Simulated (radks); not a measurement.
Problem. Kr2+, configuration [Ar] 3d10 4s2 4p4. Method: scalar-relativistic Kohn-Sham, PBE, spin-polarised, spherical densities, finite nucleus; open shells are filled with parallel spins first; Fermi nuclear charge, rms radius 4.1884 fm; computed with a radial shooting solver on a logarithmic mesh with Libxc functionals. Some entries of the table are withheld. Estimate them.

| orbital | occ. | eigenvalue (Ry) | <r^2> (bohr^2) | r(max) (bohr) |
|---|---|---|---|---|
| 1s up | 1 | -1042.527 | 0.002318 | 0.02708 |
| 1s down | 1 | -1042.515 | 0.002318 | 0.02708 |
| 2s up | 1 | -138.9185 | 0.03971 | 0.1542 |
| 2s down | 1 | -138.9115 | 0.03971 | 0.1542 |
| 2p up | 3 | -123.0496 | 0.03137 | 0.1234 |
| 2p down | 3 | -123.0377 | 0.03137 | 0.1234 |
| 3s up | 1 | -21.27365 | 0.3231 | 0.4669 |
| 3s down | 1 | -21.25783 | 0.3229 | 0.4670 |
| 3p up | 3 | -16.21930 | 0.3418 | 0.4631 |
| 3p down | 3 | -16.20148 | 0.3413 | 0.4632 |
| 3d up | 5 | (1) | 0.3800 | 0.4111 |
| 3d down | 5 | (2) | 0.3773 | 0.4111 |
| 4s up | 1 | -3.45156 | (3) | 1.319 |
| 4s down | 1 | -3.29959 | (4) | 1.311 |
| 4p up | 3 | -2.34082 | (5) | 1.485 |
| 4p down | 1 | -2.19028 | (6) | 1.483 |

Solution. 
(1) 3d up eigenvalue (Ry): -7.85523
(2) 3d down eigenvalue (Ry): -7.83337
(3) 4s up <r^2> (bohr^2): 2.554
(4) 4s down <r^2> (bohr^2): 2.562
(5) 4p up <r^2> (bohr^2): 3.427
(6) 4p down <r^2> (bohr^2): 3.509
